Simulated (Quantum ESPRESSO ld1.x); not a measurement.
Results of a calculation; reference values are marked as such.
Q: These are the eigenvalues of the occupied orbitals of an atom or ion with whole-number occupations (hartree). Level of theory: scalar-relativistic Kohn-Sham, relativistic LDA (MacDonald-Vosko exchange, VWN5 correlation), spin-unpolarised, spherical densities, point nucleus (ld1.x of Quantum ESPRESSO 7.5).

orbital  eigenvalue
1s         -884.109
2s         -130.057
2p         -116.902
3s         -24.2052
3p         -19.8618
3d         -12.9135
4s         -4.05182
4p         -2.79778
4d         -1.01411

Which element is it, and in what charge state? The configuration may be excited.

A: Z = 46, palladium, charge +2: Pd2+ in [Kr] 4d8. The list shows which subshells hold electrons but not how many an open one holds; the 1s level, -884.11 hartree, gives Z - s = 42.1 by -(Z - s)^2/2, which with screening and relativity narrows Z to a few neighbours, and the depths of the outer levels then fix element, charge and occupations together.
